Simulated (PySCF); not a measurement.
## Computed structure and properties of [La(NH3)]3+

System: [La(NH3)]3+ (singlet); start: template (C3v). Method: PySCF 2.14.0, RKS PBE, La lcecp-1-SVP with ECP46, N def2-SVP, H def2-SVP; non-relativistic Hamiltonian with scalar-relativistic core potentials where named; density fitting; no spin-orbit coupling.

Input of the relaxation:

```python
mol = gto.M(atom='''
La     0.00000     0.00000    -0.29380
N     -0.00000    -0.00000     2.32620
H      0.93916     0.00004     2.72420
H     -0.46961     0.81332     2.72420
H     -0.46955    -0.81335     2.72420''',
    basis={'La': 'lcecp-1-SVP', 'N': 'def2-SVP', 'H': 'def2-SVP'},
    ecp={'La': 'lcecp-1-SVP'},
    charge=3, spin=0)
mf = dft.RKS(mol, xc='PBE')
mf.grids.atom_grid = (50, 194)  # f atoms: unpruned, at least (60, 302)
mf = mf.density_fit()  # fitting sets: La AutoAux, N def2-universal-JKFIT, H def2-universal-JKFIT
mf.conv_tol = 1e-08; mf.max_cycle = 55
mf.kernel(dm0)  # dm0: converged density of the start geometry
# quasi-Newton relaxation in Cartesian coordinates to a largest gradient under 0.00045 Eh/bohr, steps kept in the point group
```

Run from Python with OMP_NUM_THREADS=2; the lines above give its settings. Where DIIS fails, smearing, a level shift and second-order steps follow.
It took 10 s on 2 threads of Arm Neoverse V1, with other jobs on the host, from the converged density of the start.

Course of the relaxation:

```json
{"step": "0", "energy above end (eV)": "0.1157", "largest force component within the symmetry (eV/Å)": "2.428"}
{"step": "1", "energy above end (eV)": "0.0335", "largest force component within the symmetry (eV/Å)": "0.938"}
{"step": "2", "energy above end (eV)": "0.0118", "largest force component within the symmetry (eV/Å)": "0.374"}
{"step": "3", "energy above end (eV)": "0.0038", "largest force component within the symmetry (eV/Å)": "0.185"}
{"step": "4", "energy above end (eV)": "0.0010", "largest force component within the symmetry (eV/Å)": "0.156"}
{"step": "5", "energy above end (eV)": "0.0001", "largest force component within the symmetry (eV/Å)": "0.027"}
{"step": "6", "energy above end (eV)": "0.0000", "largest force component within the symmetry (eV/Å)": "0.011"}
```

Relaxed geometry (C3v):

```xyz
5

La    0.0000    0.0000   -0.2237
N     0.0000    0.0000    2.2622
H     0.9488    0.0000    2.7222
H    -0.4744    0.8217    2.7222
H    -0.4744   -0.8217    2.7222
```

| contact | Å |
| --- | --- |
| La1–N2 (NH3) | 2.486 |

On the finer grid (75, 302):

```yaml
HOMO: -25.26 eV
LUMO: -20.52 eV
Dipole_about_the_centre_of_mass: 3.43 D
Set_of_Mulliken_populations_of_La1_outside_the_core_potential: s 2.06, p 6.04, d 0.41, f 0.02
D3_BJ_dispersion_energy_not_in_the_energies: -0.085 eV
```

| atom | Mulliken (e) | Löwdin (e) | spin (e) |
| --- | --- | --- | --- |
| La1 | 2.48 | 2.42 | 0.00 |
| N2 | -0.33 | 0.00 | 0.00 |
| H3 | 0.28 | 0.19 | 0.00 |
| H4 | 0.28 | 0.19 | 0.00 |
| H5 | 0.28 | 0.19 | 0.00 |

The large-core potential holds the 4f shell empty.

No frequency check is given for this geometry.

Taking off one NH3 (charge 0, singlet; the rest: singlet) in vacuum, both parts rigid, costs 5.14 eV; the small basis without counterpoise inflates it. Parting with an electron moved from the ligand to the metal can be far cheaper, even downhill.

Rigid scan of NH3 along the line from its metal:

(distance to N2 (Å), energy (eV)): (2.19, 0.499), (2.29, 0.193), (2.39, 0.042), (2.49, 0.000), (2.59, 0.033), (2.69, 0.117), (2.89, 0.369)

One start shape was tried, so this needn't be the lowest isomer.
